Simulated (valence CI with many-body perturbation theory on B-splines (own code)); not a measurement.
**Eu22+: what each term of the Hamiltonian does**

Computed by valence CI with perturbative core correlation (CI+MBPT): five valence electrons over a frozen Dirac-Fock core [Kr], a basis of 7 s, 7 p, 8 d, 6 f, 4 g, 1 h functions for each j, with the one-electron correlation potential Σ1 (screened to all orders), the two-electron term Σ2, the three-electron term Σ3, Breit, model QED; selected single and double excitations, second order for the rest (own B-spline code, finite nucleus).

No measured spectrum was set against this ion. As an estimate, terms of the open shell hold to 2 to 4 % of their energy, and close levels can change places. Core correlation moves these levels by up to 11000 cm⁻¹, and in measured spectra 5 to 20 % of such shifts remained as error; rates that hang on mixing are uncertain with them. Only levels of the ground parity were solved; by the run's estimate the other parity begins above the list, which can be wrong where configurations are misplaced.

Each rung adds one term. CI alone is the Dirac-Coulomb CI over the frozen core; QED comes last and gives the full result, which names the levels. Energies are above (4d3/2^4 4d5/2) J=5/2 on the same rung, in cm⁻¹.

Levels are named by their leading jj configuration (3d3/2^4 stands for four electrons in 3d with j = 3/2), which in mixed levels can hold well under half, so a name can repeat and another be missing. Letters in brackets count levels of one name in rising energy.

```
                      Level  CI alone
(4d3/2^3 4d5/2^2) J=5/2 [a]     42612
(4d3/2^3 4d5/2^2) J=7/2 [a]     69567
(4d3/2^3 4d5/2^2) J=3/2 [a]     70495
   (4d3/2^3 4d5/2^2) J=11/2     75922
    (4d3/2^3 4d5/2^2) J=9/2     81666
(4d3/2^3 4d5/2^2) J=5/2 [b]     81508
    (4d3/2^3 4d5/2^2) J=1/2     85401
(4d3/2^3 4d5/2^2) J=7/2 [b]    100698
(4d3/2^2 4d5/2^3) J=5/2 [a]    105107
(4d3/2^2 4d5/2^3) J=7/2 [a]    117012
   (4d3/2^2 4d5/2^3) J=11/2    121693
(4d3/2^3 4d5/2^2) J=3/2 [b]    118826
(4d3/2^2 4d5/2^3) J=9/2 [a]    126676
(4d3/2^2 4d5/2^3) J=1/2 [a]    124113
(4d3/2^2 4d5/2^3) J=3/2 [a]    128441
   (4d3/2^2 4d5/2^3) J=13/2    135651
```

What do these energies become with core correlation, Breit and QED?

(4d3/2^3 4d5/2^2) J=5/2 [a] 39551 (-3061); (4d3/2^3 4d5/2^2) J=7/2 [a] 64475 (-5092); (4d3/2^3 4d5/2^2) J=3/2 [a] 66998 (-3497); (4d3/2^3 4d5/2^2) J=11/2 69416 (-6507); (4d3/2^3 4d5/2^2) J=9/2 75618 (-6049); (4d3/2^3 4d5/2^2) J=5/2 [b] 76959 (-4549); (4d3/2^3 4d5/2^2) J=1/2 82113 (-3288); (4d3/2^3 4d5/2^2) J=7/2 [b] 93724 (-6974); (4d3/2^2 4d5/2^3) J=5/2 [a] 101094 (-4013); (4d3/2^2 4d5/2^3) J=7/2 [a] 110651 (-6361); (4d3/2^2 4d5/2^3) J=11/2 113820 (-7873); (4d3/2^3 4d5/2^2) J=3/2 [b] 114756 (-4070); (4d3/2^2 4d5/2^3) J=9/2 [a] 119341 (-7336); (4d3/2^2 4d5/2^3) J=1/2 [a] 119724 (-4389); (4d3/2^2 4d5/2^3) J=3/2 [a] 125530 (-2911); (4d3/2^2 4d5/2^3) J=13/2 125937 (-9714).

How does the ionisation energy move along the ladder, and which term matters most?

CI alone 704.59, + Σ1 706.87, + Σ2 709.58, + Σ3 709.63, + Breit 709.57, + QED 709.59 eV. The largest step is Σ2, 2.70 eV. NIST lists 709 ± 4 eV (theoretical).
